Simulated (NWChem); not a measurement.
TiHF₃; SMILES [F][TiH]([F])[F]

Program: NWChem. Pople sets run with spherical d functions. All runs use the structure optimised with PBE0/def2-SVP. LC-ωPBE (HJS hole) with 6-31G*; x = 1 − exp(−ω/0.25 bohr⁻¹) is a scale chosen for this fit.

```
row           x  −ε(HOMO) (eV)
--------  -----  -------------
ω = 0.05  0.181           8.61
ω = 0.10  0.330           9.35
ω = 0.25  0.632          11.19
ω = 0.50  0.865       withheld
ω = 0.80  0.959          13.85
```

Question: Fit a straight line of the last column on the one before it, predict the withheld value, and compare with the run.

Answer: 
1. Means of the 4 shown rows: x = 0.5255, y = 10.750. Slope Σ(x − x̄)(y − ȳ)/Σ(x − x̄)² = 2.402/0.3562 = 6.743; intercept 7.207.
2. The shown rows scatter about the line by 0.193 (root mean square); the largest residual is -0.28, at ω = 0.25.
3. At x = 0.865 (ω = 0.50; inside the shown range) the line gives 13.04.
4. The run gives 12.96, -0.08 from the line, 0.4 times the scatter.
